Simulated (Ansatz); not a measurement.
Cartesian coordinates (Å):
```xyz
6

F      1.7912    -0.9271    -0.4737
C      0.9884     0.0316    -0.0161
F      1.7401     1.0145     0.4761
Al    -0.9469     0.0070    -0.0615
H     -1.6095    -1.2691    -0.6908
H     -1.6627     1.2685     0.5385
```
Charge 0, spin multiplicity 2.

All values below come from frozen-core CCSD(T)/def2-TZVPP // B3LYP-D3(BJ)/def2-TZVP (Ansatz, a program for electronic structure).

The HF energy is -479.88094 Ha. The MP2 correlation energy comes out as -0.70828 Ha.

### Question
Estimate the CCSD correlation energy, the (T) correction, the total energy and the T1 diagnostic.

### Answer

- CCSD correlation energy: -0.73357 Ha
- (T) correction: -0.02347 Ha
- CCSD(T) total energy: -480.63798 Ha
- T1 diagnostic: 0.019
